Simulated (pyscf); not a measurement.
PySCF, gas phase, ωB97X-D3(BJ)/def2-SVP geometries. Correlated levels are frozen-core, on RHF or UHF. ΔMP2 is the change of the MP2 total energy from the triple- to the quadruple-zeta basis.

### Question
•HC=CH–C≡N (SMILES [CH]=CC#N) → H₂C=C•–C≡N (SMILES C=[C]C#N)
Surface: doublet. Broken: C–H. Formed: C–H. Give ΔE‡ and ΔE from CCSD(T)/def2-TZVPP + ΔMP2(QZVPP), relative to the reactant's lowest minimum found.

### Answer
ΔE‡ = 2.10 eV, ΔE = -0.23 eV. Zero-point energy shifts the barrier by -0.17 eV. It is a hydrogen shift, with an imaginary mode of 2198i cm⁻¹. The same reactants have a lower exit, to cyclic C₃H₂N (SMILES [N]=c1cc1) [doublet] (barrier +1.23 eV at ωB97M-D3(BJ), against +2.08 eV here). This is the saddle that the search found; another between the same sides may lie lower. The CCSD(T) − MP2 part came from Ansatz, without density fitting, on the same reference. An open-shell T1 diagnostic exceeds 0.045. A UHF reference is spin-contaminated (<S²> up to 1.38), which harms MP2 most.
